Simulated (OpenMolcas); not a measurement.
d2 ions of charge +3 down a group on the Ca site of CaF2

| Property | Result |
| --- | --- |
| Program | OpenMolcas |
| Method | CASSCF |
| Spin-orbit coupling | state interaction with AMFI integrals over the reference wave functions |

The d shell is active. Each dopant is a cluster with its nearest anions in model potentials and point charges, with no relaxation and no local charge compensation. Distances were set from a Shannon-type radius of the metal (high-spin where two are listed) plus a fixed donor radius (F 1.31 Å), in hosts weighted 0.65 to 0.35 with the host's distance in the model lattice. Ligand basis ANO-RCC-VDZP, DKH2 Hamiltonian. States (labels of O, the rotations of Oh). Energies in cm-1 above the lowest state or level, χT in cm3 K/mol; 10Dq and B are least-squares fits to the states below 45000 cm-1, weighted by degeneracy, with a free offset, and given where the rms deviation is under 5 % of |10Dq| (or 100 cm-1) and under 700 cm-1; 10Dq is negative for this site. Spin-only χT is S(S+1) / 2 for the spin of the ground state.

| Ion | Shell | R (Å) | Metal basis | Ground state | First state of that spin | 10Dq | B (rms of fit) | First gap with spin-orbit (degeneracies) | χT at 300 K | First state of another spin | Spin-only χT |
| --- | --- | --- | --- | --- | --- | --- | --- | --- | --- | --- | --- |
| Nb3+ | 4d2 | 2.232 | ANO-RCC-VTZP | 3A2 | 3T2 15908 | -16105 | 698 (104) | 10883 (3, 2) | 0.900 | 1E 10986 | 1.000 |
| Ta3+ | 5d2 | 2.232 | ANO-RCC-VTZP | 3A2 | 3T2 19084 | -19094 | 681 (40) | 9748 (3, 2) | 0.626 | 1E 10517 | 1.000 |

|10Dq| changes by a factor of 19094 / 16105 = 1.19 from Nb3+ to Ta3+.

B goes from 698 cm-1 (Nb3+) to 681 cm-1 (Ta3+).

χT departs most from the spin-only value for Ta3+, by -0.374 cm3 K/mol.

Without dynamic correlation the repulsion within the d shell is too large (B by tens of per cent), so at a given field states of lower spin stand too high. With metal d orbitals alone the field can be off either way by tens of per cent. Ligand-to-metal charge-transfer states are missing. With no ligand orbital active B as a rule stays too high, so bands that hang on it stand too high and its fall with covalency is understated. No measured value stands beside these numbers; the geometry was set by hand and not optimised.
